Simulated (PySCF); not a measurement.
Al(H)(Vi)2, C4H7Al, SMILES C=[CH][AlH][CH]=C, B3LYP/def2-SVP optimised geometry.

```
12

Al    -0.35    -0.25     0.00
H     -1.11    -1.65     0.00
C      1.60    -0.25     0.00
C      2.30    -1.40     0.00
H      2.19     0.68     0.00
H      3.40    -1.43     0.00
H      1.81    -2.38     0.00
C     -1.43     1.38     0.00
C     -2.77     1.34     0.00
H     -0.97     2.38     0.00
H     -3.40     2.24     0.00
H     -3.32     0.39     0.00
```

Density from B3LYP/def2-TZVP (PySCF) at that geometry.

Minimum of the electron density along straight lines between bonded atoms, close to the bond critical point (lines longer than 1.1 times the sum of covalent radii, or with two minima, are not listed):

```json
[
 {"bond": "Al1–H2", "length / Å": "1.590", "ρ at the minimum / e bohr⁻³": "0.082", "∇²ρ there / e bohr⁻⁵": "0.20", "position (fraction from the first atom)": "0.50"},
 {"bond": "Al1–C3", "length / Å": "1.950", "ρ at the minimum / e bohr⁻³": "0.087", "∇²ρ there / e bohr⁻⁵": "0.27", "position (fraction from the first atom)": "0.40"},
 {"bond": "C3–C4", "length / Å": "1.347", "ρ at the minimum / e bohr⁻³": "0.343", "∇²ρ there / e bohr⁻⁵": "-1.03", "position (fraction from the first atom)": "0.49"},
 {"bond": "C3–H5", "length / Å": "1.101", "ρ at the minimum / e bohr⁻³": "0.272", "∇²ρ there / e bohr⁻⁵": "-0.92", "position (fraction from the first atom)": "0.64"},
 {"bond": "C4–H6", "length / Å": "1.099", "ρ at the minimum / e bohr⁻³": "0.278", "∇²ρ there / e bohr⁻⁵": "-0.97", "position (fraction from the first atom)": "0.65"},
 {"bond": "C4–H7", "length / Å": "1.098", "ρ at the minimum / e bohr⁻³": "0.279", "∇²ρ there / e bohr⁻⁵": "-0.97", "position (fraction from the first atom)": "0.65"},
 {"bond": "Al1–C8", "length / Å": "1.950", "ρ at the minimum / e bohr⁻³": "0.087", "∇²ρ there / e bohr⁻⁵": "0.27", "position (fraction from the first atom)": "0.40"},
 {"bond": "C8–C9", "length / Å": "1.347", "ρ at the minimum / e bohr⁻³": "0.343", "∇²ρ there / e bohr⁻⁵": "-1.03", "position (fraction from the first atom)": "0.49"},
 {"bond": "C8–H10", "length / Å": "1.101", "ρ at the minimum / e bohr⁻³": "0.272", "∇²ρ there / e bohr⁻⁵": "-0.92", "position (fraction from the first atom)": "0.64"},
 {"bond": "C9–H11", "length / Å": "1.099", "ρ at the minimum / e bohr⁻³": "0.278", "∇²ρ there / e bohr⁻⁵": "-0.97", "position (fraction from the first atom)": "0.65"},
 {"bond": "C9–H12", "length / Å": "1.098", "ρ at the minimum / e bohr⁻³": "0.279", "∇²ρ there / e bohr⁻⁵": "-0.97", "position (fraction from the first atom)": "0.65"}
]
```
